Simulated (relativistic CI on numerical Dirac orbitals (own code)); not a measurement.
**Co⁴⁺ in a cubic cluster: L2,3 absorption with charge transfer**

Computed with a charge-transfer multiplet model of a cubic metal-ligand cluster with up to 2 ligand holes, Slater and spin-orbit integrals from Dirac-Coulomb-Breit ions, Slater integrals scaled by 0.9. The ground state mixes d5 with configurations of k ligand holes L, whose averages lie at kΔ + k(k − 1)U_dd/2; a core hole lowers each added d electron by U_cd. 20 K, Lorentzian 0.4 eV and Gaussian 0.3 eV FWHM.

Atomic integrals in eV (Slater integrals scaled, ζ unscaled), ground: F2dd 12.224, F4dd 7.677, zeta_d 0.080; with the core hole: F2dd 12.888, F4dd 8.096, zeta_d 0.102, zeta_core 9.658, F2cd 7.721, G1cd 5.944, G3cd 3.382.

Cluster parameters (eV): Δ = 1.2, U_dd = 6.8, U_cd = 8.3, 10Dq = 1.3, 10Dq(ligand) = 0.5, final-state hopping factor = 1.

| Case | n_d | d5 | d6L | d7L2 | S |
| --- | --- | --- | --- | --- | --- |
| V(eg) = 0.55 eV, V(t2g) = -0.28 eV | 5.04 | 0.96 | 0.04 | 0.00 | 2.50 |
| V(eg) = 1.45 eV, V(t2g) = -0.73 eV | 5.19 | 0.82 | 0.18 | 0.01 | 2.50 |
| V(eg) = 1.75 eV, V(t2g) = -0.88 eV | 5.24 | 0.77 | 0.22 | 0.01 | 2.50 |

Weights, n_d and S are thermal averages at 20 K. Photon energies count from the first peak over 30 % of the highest in each spectrum, which can be another peak from case to case. The parameters are a model scan and need not match a compound or its usual spin state. Peaks in eV (height, largest 100):
- V(eg) = 0.55 eV, V(t2g) = -0.28 eV: -1.9 (18), 0.0 (100), 5.1 (9), 14.0 (15), 15.2 (12), 16.2 (13), 17.5 (16)
- V(eg) = 1.45 eV, V(t2g) = -0.73 eV: -2.0 (25), 0.0 (100), 3.9 (15), 4.6 (15), 6.3 (5), 6.8 (5), 13.8 (16), 15.9 (19), 16.6 (16)
- V(eg) = 1.75 eV, V(t2g) = -0.88 eV: -2.0 (27), 0.0 (100), 4.3 (14), 5.0 (12), 13.8 (15), 15.9 (20), 16.7 (15)

For the case V(eg) = 1.45 eV, V(t2g) = -0.73 eV, Δ = 1.2 eV is smaller than U_dd = 6.8 eV, the charge-transfer side of the Zaanen-Sawatzky-Allen scheme. With the core hole the configuration with one ligand hole lies at Δ + U_dd − U_cd = -0.3 eV from the one without, against Δ in the ground state.
